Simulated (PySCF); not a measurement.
PySCF job for CHO2, SMILES O=[C]O, multiplicity 2, B3LYP/pcH-1. Geometry: ωB97X-D3(BJ)/def2-TZVP. The isomer is the one that the SMILES or the coordinates give; other isomers of the formula were not compared. Other conformers were not sampled.

```python
import numpy as np
from pyscf import gto, scf, dft
from pyscf.prop.hfc import uks as hfc
from pyscf.prop.gtensor import uks as gtensor

mol = gto.M(
    atom='''
    O     0.17421558    1.15400045    0.00000000
    C    -0.42276356    0.13481958    0.00000000
    O     0.01866223   -1.11676815    0.00000000
    H     0.99355887   -1.10677586    0.00000000
    ''',
    basis='pcH-1',
    charge=0,
    spin=1,
    max_memory=1600,
    verbose=3,
)
mf = dft.UKS(mol, xc='b3lyp')
mf.grids.level = 3
mf.conv_tol = 1e-10
mf.max_cycle = 100
mf.kernel()
fine, coarse = mf.grids, dft.Grids(mol).set(level=1).build(with_non0tab=True)
for _ in range(3):  # follow internal instabilities
    mf.grids = coarse
    mo, _, stable, _ = mf.stability(return_status=True, nroots=4)
    mf.grids = fine
    if stable:
        break
    mf.kernel(mf.make_rdm1(mo, mf.mo_occ))
A = hfc.HFC(mf).make_fcdip(mf.make_rdm1())  # Fermi contact and dipolar terms, MHz
print('atom   A(iso)/MHz   principal dipolar parts/MHz')
for i, a in enumerate(A):
    w = np.linalg.eigvalsh((a + a.T) / 2)
    print(f'{mol.atom_symbol(i):2s}{i + 1:3d} {w.mean():12.2f}', (w - w.mean()).round(2))
gt = gtensor.GTensor(mf)
gt.dia_soc2e, gt.para_soc2e, gt.so_eff_charge = None, None, True
gt.max_cycle_cphf = 60
g = gt.kernel()
```

Output:

```

WARN: HOMO -0.199085741913994 >= LUMO -0.199085741913958

converged SCF energy = -189.109813064749  <S^2> = 0.75272958  2S+1 = 2.0027277
<class 'pyscf.dft.uks.UKS'> wavefunction is stable in the internal stability analysis
atom   A(iso)/MHz   principal dipolar parts/MHz
O   1       -52.92 [-97.45  44.27  53.17]
C   2       636.39 [-51.55 -43.16  94.7 ]
O   3      -246.38 [-23.95  11.43  12.52]
H   4        97.03 [-8.36 -1.97 10.33]
SOC(1e)/OZ [-0.00050024 -0.00413624  0.0016612 ]
free electron g 2.00231930436182
g-tensor total [2.00169145 1.99798538 2.00377726]
g-shift (ppt) [-0.62785211 -4.33392475  1.45795679]
```

The calculation finished and met its thresholds.

Cost: around 24 core-seconds (rough).
